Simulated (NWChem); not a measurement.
A series in which one site is exchanged, each optimised at PBE0/def2-SVP with NWChem, gas phase unless a solvent is named. For some, no frequency run checked for a minimum. def2 effective core potentials on I; no spin-orbit coupling.

A: C=CI (C2H3I; site = H)
B: C=C(Br)I (C2H2BrI; site = Br)
C: IC(=C)F (C$_{2}$H$_{2}$FI; site = F)
D: C(I)(=C)Cl (C2H2ClI; site = Cl)

Q: Rank them by orbital gap (eV), PBE0/def2-SVP, lowest first.

A: B (5.85), D (6.01), C (6.29), A (6.51)
